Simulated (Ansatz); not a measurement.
HBCl (SMILES [BH]Cl), doublet, geometry from GFN2-xTB. Base run: Ansatz (a first-principles code) with MP2/6-31G**.

Input for Ansatz:
Ansatz 0.2 input:
```yaml
crystal:
  periodic: [false, false, false]
  atoms:
    - {symbol: B, position_ang: [-1.11910595, 0.43366543, 0.05067460]}
    - {symbol: Cl, position_ang: [0.44881581, -0.11025720, -0.01488399]}
    - {symbol: H, position_ang: [-2.03433907, -0.29395469, -0.00034516]}
basis:
  gaussian:
    orbitals: 6-31G__.json
magnetization: {spin_polarized: true, initial_magnetization: 1}
correlation: {method: mp2}
```
The basis file holds 6-31G** in the JSON format of the Basis Set Exchange.

Each row names what was changed in the base input (with any setting that the change needs).

```
change                 basis functions      E (Eh)  MP2 correlation (Eh)
---------------------  ---------------  ----------  --------------------
base                                39  -484.90200              -0.19271
basis = STO-3G                      15  -479.50061              -0.03161
basis = 6-31G                       24  -484.74609              -0.07865
basis = 6-31G*                      36  -484.89460              -0.18641
basis = cc-pVDZ                     37  -484.93001              -0.19751
basis = def2-SVPD                   55  -484.77814              -0.20997
basis = aug-pcseg-1                 59  -484.89066              -0.20206
basis = 6-311++G**                  60  -484.94804              -0.20651
basis = 6-311+G(2d,p)               68  -484.96783              -0.22360
basis = cc-pV(T+d)Z                 83  -485.02155              -0.26516
basis = def2-TZVPP                  87  -485.01360              -0.26525
basis = def2-QZVPP                 157  -485.05219              -0.28987
basis = def2-QZVP                  157  -485.05219              -0.28987
```

Totals compare only among sets that treat the same electrons; sets with core potentials leave the core out.
